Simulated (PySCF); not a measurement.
Species: C5H12NP.
Structure used (GFN2-xTB), in Å, numbered top down from 1:
```
atom  x, y, z in Å
C1    -3.3893    0.0295   -0.4974
C2    -1.9813    0.3077   -0.0797
P3    -0.9161   -0.9409    0.2564
N4     0.4962   -0.2169    0.8449
C5     0.6565    1.1966    1.0760
C6     1.7173   -0.9824    0.7141
C7     2.4840   -0.6808   -0.5712
H8    -4.0970    0.4601    0.2142
H9    -3.5715   -1.0409   -0.5591
H10   -3.5977    0.4746   -1.4722
H11   -1.7132    1.3522   -0.0060
H12   -0.2120    1.5730    1.6174
H13    0.7674    1.7694    0.1487
H14    1.5424    1.3561    1.6918
H15    2.3535   -0.7805    1.5835
H16    1.4402   -2.0401    0.7281
H17    1.8408   -0.8588   -1.4311
H18    3.3568   -1.3240   -0.6450
H19    2.8131    0.3553   -0.5906
```

Method: PySCF, TDDFT B3LYP/def2-SVPD, vertical, gas phase, core orbitals frozen in the response.

Ground-to-excited transition dipoles (e·a0, same axes as the geometry; the sign carries no meaning), for the states with f of 0.002 or more among the lowest 8:

```json
{"state": "S1", "E (eV)": "4.469", "μx": "1.208", "μy": "-0.353", "μz": "0.349"}
{"state": "S2", "E (eV)": "5.063", "μx": "-0.069", "μy": "-0.046", "μz": "0.219"}
{"state": "S3", "E (eV)": "5.233", "μx": "0.363", "μy": "-0.159", "μz": "0.259"}
{"state": "S4", "E (eV)": "5.702", "μx": "-0.403", "μy": "0.032", "μz": "0.208"}
{"state": "S5", "E (eV)": "5.973", "μx": "0.116", "μy": "-0.084", "μz": "-0.078"}
{"state": "S7", "E (eV)": "6.115", "μx": "-0.329", "μy": "0.039", "μz": "0.260"}
{"state": "S8", "E (eV)": "6.369", "μx": "-0.142", "μy": "0.680", "μz": "-0.050"}
```

Task: What oscillator strength does each state have?

Result: f = (2/3) ΔE |μ|² with ΔE in hartree (27.2114 eV).

| state | \|μ\|² (au) | \|μ\| (D) | f |
| --- | --- | --- | --- |
| S1 | 1.705 | 3.32 | 0.187 |
| S2 | 0.055 | 0.60 | 0.007 |
| S3 | 0.224 | 1.20 | 0.029 |
| S4 | 0.207 | 1.16 | 0.029 |
| S5 | 0.027 | 0.42 | 0.004 |
| S7 | 0.177 | 1.07 | 0.027 |
| S8 | 0.485 | 1.77 | 0.076 |

Task: Which bond between heavy atoms lies closest to the direction of the S1 transition dipole?

Result: N4–C6 and C1–C2, at 26° from it; next C2–P3 at 33°.

Task: What angle do the transition dipoles of S3 and S7 make?

Result: |cos θ| = |μa·μb| / (|μa| |μb|) = 0.29, so θ ≈ 73° (taken between 0 and 90°, since the signs are arbitrary).

Task: What peak molar absorption coefficient would the strongest computed level give as a lone Gaussian band 0.5 eV wide at half height?

Result: ε(max) = 2.175×10⁸ f / FWHM, with the width in cm⁻¹. S1: 2.175×10⁸ × 0.1866 / 4033 ≈ 10000 L mol⁻¹ cm⁻¹.

Time: 2.2 min wall (with the writing of density and orbital grids); peak memory 1.1 GiB. Hardware: an Intel Xeon at 2.50 GHz with one thread, shared host.

One conformer stands for the species.
